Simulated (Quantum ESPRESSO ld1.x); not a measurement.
Values are calculated unless marked as measured or tabulated.
Task: The mean radii <r> (bohr) of the occupied orbitals of an atom or ion are listed with their occupations. Level of theory: non-relativistic Kohn-Sham, PBE, spin-unpolarised, spherical densities, point nucleus (ld1.x of Quantum ESPRESSO 7.5).

orbital  occ.      <r>
1s          2  0.02075
2s          2  0.08774
2p          6  0.07423
3s          2   0.2232
3p          6   0.2132
3d         10   0.1871
4s          2   0.4988
4p          6   0.5066
4d         10   0.5254
5s          2    1.204
5p          6    1.342
4f         14   0.6178
5d          3    2.134
6s          2    3.638

Name the element and its charge.

Result: Z = 73, tantalum, charge 0: Ta in [Xe] 4f14 5d3 6s2. The 1s radius gives Z: for a bare nucleus <r> = 1.5/Z, 0.02055 bohr for Z = 73, and screening makes it slightly larger (0.02075 here). The occupations add up to 73, and the charge is Z minus that.
